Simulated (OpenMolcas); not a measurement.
## Co2+ in a ligand field

Co2+ with 6 ligands (chloride) in trigonal prismatic coordination (D3h) at 2.5 Å, a polar angle of 53.0° against the regular 49.1°. A charge of +0.667 e stands 2.8 Å behind each ligand. Ligand basis ANO-RCC-VDZP.

```
Program             : OpenMolcas 26.06
Method              : SS-CASPT2, IPEA 0.25 Eh, imaginary shift 0.1 Eh (closed shells correlated: 3s 3p and the ligand valence shells)
Basis               : ANO-RCC-VDZP [5s4p2d1f]
Scalar Hamiltonian  : DKH2, point nucleus
Active space        : 7 electrons in 5 orbitals (3d)
State averaging     : 2S+1 = 4 even, 10 roots; 2S+1 = 2 even, 40 roots
Spin-orbit coupling : RASSI with atomic mean-field integrals over the reference wave functions
```

The lowest spin-free states (labels of D3, the rotations of D3h), above the lowest:

```json
{"State": "4E", "Degeneracy": "2", "E (cm-1)": "0", "Free-ion L (%)": "F (100)"}
{"State": "4E", "Degeneracy": "2", "E (cm-1)": "2410", "Free-ion L (%)": "F (100)"}
{"State": "4A1", "Degeneracy": "1", "E (cm-1)": "2490", "Free-ion L (%)": "F (100)"}
{"State": "4A2", "Degeneracy": "1", "E (cm-1)": "2510", "Free-ion L (%)": "F (100)"}
{"State": "4A2", "Degeneracy": "1", "E (cm-1)": "4260", "Free-ion L (%)": "F (98)"}
{"State": "2A1", "Degeneracy": "1", "E (cm-1)": "15420", "Free-ion L (%)": "G (96)"}
{"State": "2E", "Degeneracy": "2", "E (cm-1)": "15440", "Free-ion L (%)": "G (89)"}
{"State": "2E", "Degeneracy": "2", "E (cm-1)": "15520", "Free-ion L (%)": "G (92)"}
{"State": "2E", "Degeneracy": "2", "E (cm-1)": "15950", "Free-ion L (%)": "G (92)"}
{"State": "4A2", "Degeneracy": "1", "E (cm-1)": "16280", "Free-ion L (%)": "P (98)"}
{"State": "4E", "Degeneracy": "2", "E (cm-1)": "17530", "Free-ion L (%)": "P (100)"}
{"State": "2A2", "Degeneracy": "1", "E (cm-1)": "17730", "Free-ion L (%)": "G (100)"}
{"State": "2A1", "Degeneracy": "1", "E (cm-1)": "17750", "Free-ion L (%)": "G (100)"}
{"State": "2A2", "Degeneracy": "1", "E (cm-1)": "19730", "Free-ion L (%)": "H (71)"}
{"State": "2E", "Degeneracy": "2", "E (cm-1)": "20130", "Free-ion L (%)": "H (56)"}
{"State": "2E", "Degeneracy": "2", "E (cm-1)": "21100", "Free-ion L (%)": "H (75)"}
{"State": "2E", "Degeneracy": "2", "E (cm-1)": "21800", "Free-ion L (%)": "P (70)"}
{"State": "2A2", "Degeneracy": "1", "E (cm-1)": "21860", "Free-ion L (%)": "P (69)"}
{"State": "2E", "Degeneracy": "2", "E (cm-1)": "23560", "Free-ion L (%)": "D (91)"}
{"State": "2A1", "Degeneracy": "1", "E (cm-1)": "23700", "Free-ion L (%)": "H (100)"}
```

The lowest levels with spin-orbit coupling:

| E (cm-1) | Degeneracy | Label | 2S+1 | g |
| --- | --- | --- | --- | --- |
| 0 | 2 | E1/2 | 4 | 0.01 0.01 9.84 |
| 240 | 2 | E1/2 | 4 | 0.00 0.00 5.92 |
| 580 | 2 | E3/2 | 4 | 0.00 0.00 1.98 |
| 990 | 2 | E1/2 | 4 | 0.16 0.16 2.01 |
| 2270 | 2 | E3/2 | 4 | 0.00 0.00 11.76 |
| 2830 | 2 | E1/2 | 4 | 0.07 0.07 7.80 |
| 2880 | 2 | E1/2 | 4 | 0.06 0.06 7.78 |
| 2880 | 2 | E1/2 | 4 | 1.37 4.42 4.42 |
| 2890 | 2 | E3/2 | 4 | 0.00 0.00 3.94 |
| 3250 | 2 | E1/2 | 4 | 2.54 2.76 2.76 |
| 3430 | 2 | E1/2 | 4 | 0.13 0.13 3.85 |
| 3910 | 2 | E3/2 | 4 | 0.00 0.00 0.20 |
| 4980 | 2 | E3/2 | 4 | 0.00 0.00 5.86 |
| 5160 | 2 | E1/2 | 4 | 1.97 2.18 2.18 |
| 15490 | 2 | E1/2 | 2 | 0.85 4.91 4.91 |
| 15660 | 2 | E3/2 | 2 | 0.00 0.00 9.55 |
| 15950 | 2 | E3/2 | 2 | 0.00 0.00 3.43 |
| 16420 | 2 | E1/2 | 2 | 1.07 2.85 2.85 |
| 16450 | 2 | E1/2 | 2 | 0.05 0.05 5.67 |
| 16590 | 2 | E1/2 | 2 | 0.04 0.04 5.43 |

Electric-dipole absorption from the lowest level at this geometry, strongest bands:

| E (cm-1) | λ (nm) | Label | f |
| --- | --- | --- | --- |
| 990 | 10100 | E1/2 | 3.24e-06 |
| 3250 | 3080 | E1/2 | 1.38e-06 |
| 17940 | 558 | E3/2 | 2.23e-06 |
| 18000 | 555 | E1/2 | 3.78e-06 |
| 18330 | 546 | E1/2 | 1.19e-05 |
| 20210 | 495 | E1/2 | 1.01e-06 |

Powder χT (cm3 K/mol): 3.04 at 2 K, 3.1 at 10 K, 3.38 at 50 K, 3.66 at 100 K, 3.9 at 200 K, 3.97 at 300 K. The effective moment at 300 K is 2.828 √(χT) = 5.63 μB.

The lowest level has 2S+1 = 4, for which the spin-only value is χT = S(S+1) / 2 = 1.875 cm3 K/mol (g = 2). The computed 3.965 at 300 K differs by +2.090, through orbital momentum, spin-orbit coupling and any other state in reach.

Roots that are degenerate in the reference are averaged as groups; the widest CASPT2 spread within a group is 120 cm-1 (the 2-fold group of multiplicity 4 near 0 cm-1 above the lowest state of its run). Shifts and gaps below about the spread of the groups concerned are not significant. Over all roots computed the reference weight is 0.65 to 0.67; a low but even weight reflects the number of correlated electrons. An orbital doublet at a regular site is open to a Jahn-Teller distortion, which this geometry leaves out. A single d shell leaves out the double-shell effect, which counts most for late 3d ions, where the CASPT2 field can be off either way by tens of per cent. Ligand-to-metal charge-transfer states are missing. For late 3d ions with one d shell CASPT2 can put B and the spin-flip bands somewhat low as well as high. Free-ion shares, where given, are those of the reference states; single-state CASPT2 does not remix them. No measured value stands beside these numbers; the geometry was imposed, not optimised, and the real ion may take another.

The CASPT2 steps took 8.5 min on 1 thread of Arm Neoverse V1, with other jobs on the host; the integral step is not counted.
